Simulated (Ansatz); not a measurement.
Cost and result for the atomization energy of Cl₂GeH₆O₈Si₂ (`O[Si](O)(O)[O][Ge]([Cl])([Cl])[O][Si](O)(O)O`) (19 atoms, 18 bonds).

Z-matrix (Å, degrees):
```
Si
O 1 1.618
O 1 1.627 2 110.1
O 1 1.622 2 106.3 3 124.6
O 1 1.658 2 110.2 3 -117.8
H 2 0.957 1 117.2 3 46.9
H 3 0.965 1 116.1 2 -157.6
H 4 0.966 1 116.1 2 -157.5
Ge 5 1.728 1 131.6 2 -133.4
Cl 9 2.109 5 113.4 1 74.1
Cl 9 2.118 5 107.8 1 -163.9
O 9 1.755 5 110.8 1 -46.7
Si 12 1.617 9 137.2 5 -16.8
O 13 1.636 12 105.7 9 87.0
O 13 1.638 12 113.5 9 -28.6
O 13 1.622 12 110.4 9 -148.9
H 14 0.960 13 117.3 12 -178.8
H 15 0.959 13 117.6 12 -83.6
H 16 0.958 13 118.3 12 -35.0
```

Total charge 0; spin multiplicity 1. Correlated methods include outer-core shells of Ge, which these sets cover unevenly. Scalar relativity is left out up to krypton. The structure was optimised at the PBE0-D4/def2-TZVP level. It is one conformer, not always the lowest. Program: Ansatz. All runs use 11 threads of an AMD EPYC 7R13 on a shared host and a whole NVIDIA H100 80 GB. Times are those of one run each, without the atoms' runs, and a repeat can differ threefold. Electronic energies, without spin–orbit coupling; frozen cores. CCSD(T)/CBS adds CCSD(T) − MP2 in def2-TZVPP to the MP2 limit, and its time is that of the two runs behind it. T1 = 0.012. With those shells the extrapolation isn't a true limit. B3LYP takes the VWN-RPA correlation (the form of Gaussian; ORCA's B3LYP/G).

CCSD(T)/CBS is a level of theory with its own doubt, some kJ/mol a heavy atom from the limit and from the frozen cores, so smaller differences don't rank the functionals.

```csv
level,functions,wall time
PBE0-D4/def2-TZVPP,548,9 s
r2SCANh-D4/def2-TZVPP,548,9.5 s
B3LYP-D4/def2-TZVPP (with forces),548,9.5 s
PBE-D4/def2-TZVPP (with forces),548,11 s
LDA (SPW92)/def2-TZVPP,548,12 s
MP2/def2-QZVPP,1005,12 s
CCSD(T)/def2-SVP,246,12 s
BHLYP-D4/def2-TZVPP,548,13 s
B2PLYP/def2-TZVPP,548,14 s
CAM-B3LYP-D4/def2-TZVPP,548,17 s
ωB97X-V/def2-TZVPP,548,18 s
CCSD(T)/def2-TZVPP,548,93 s
CCSD(T)/CBS(def2),–,100 s
```

Question: What atomization energy does each give, and how far from CCSD(T)/CBS? (An estimate is asked.)

Answer: The calculation gave: 
```csv
level,atomization (kJ/mol),difference from CCSD(T)/CBS,per bond
PBE0-D4/def2-TZVPP,7906.6,-170.3,-9.5
r2SCANh-D4/def2-TZVPP,7955.9,-121.0,-6.7
B3LYP-D4/def2-TZVPP (with forces),7918.5,-158.4,-8.8
PBE-D4/def2-TZVPP (with forces),8122.1,45.2,2.5
LDA (SPW92)/def2-TZVPP,9336.4,1259.5,70.0
MP2/def2-QZVPP,8304.1,227.2,12.6
CCSD(T)/def2-SVP,7285.9,-791.0,-43.9
BHLYP-D4/def2-TZVPP,7615.7,-461.2,-25.6
B2PLYP/def2-TZVPP,7881.4,-195.5,-10.9
CAM-B3LYP-D4/def2-TZVPP,8015.0,-61.9,-3.4
ωB97X-V/def2-TZVPP,8028.3,-48.6,-2.7
CCSD(T)/def2-TZVPP,7809.3,-267.6,-14.9
CCSD(T)/CBS(def2),8076.9,0.0,0.0
```

In def2-TZVPP, CCSD(T) changes the Hartree–Fock value by +2278.9 kJ/mol (the triples alone add +159.1 kJ/mol) and MP2 by +2612.6 kJ/mol; breaking electron pairs costs correlation energy, which Hartree–Fock lacks. From r2SCAN to r2SCAN0 (25 % exact exchange), in def2-TZVPP and without D4, the atomization energy moves by −219.6 kJ/mol: exact exchange takes away binding that semilocal exchange gives to molecules. At CCSD(T), def2-SVP lies −791.0 kJ/mol from the extrapolated value and def2-TZVPP −267.6 kJ/mol: correlation converges slowly with the basis, and small sets miss more of it in the bonded molecule than in its fragments.
